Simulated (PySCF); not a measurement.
Coordinates in bohr (charge -1 multiplicity 3):
```
Cu    0.0000    0.0000   -1.9692
S     1.9727    0.0000    1.9379
S    -1.9727    0.0000    1.9379
```

These are results of PySCF, UPBE0, basis Cu def2-SVPD, S def2-SVPD (no relativity, density fitting), not measurements.

This geometry of CuS₂⁻ is a stationary point at this level.

Problem. What is the point group?

Solution. C2v.

Problem. Is it a minimum?

Solution. Yes: all harmonic wavenumbers are real.

Problem. What are the dipole moment and the gap between the highest occupied and lowest empty levels of either spin?

Solution. 0.28 D about the centre of mass and 1.17 eV.

Problem. Give the ideal-gas entropy at 298.15 K and 1 bar by parts.

Solution. translation 169.3, rotation 102.9, vibration 18.7, spin 9.1; total 300.0 J/(mol K).

Only a few start shapes were tried, so a lower isomer may exist. With open d or f shells other occupations or spin states may lie lower. The lowest empty level of this anion is unbound, so it and the gap depend on the basis. At this level a triplet minimum of D∞h symmetry lies 106 kJ/mol below this structure.
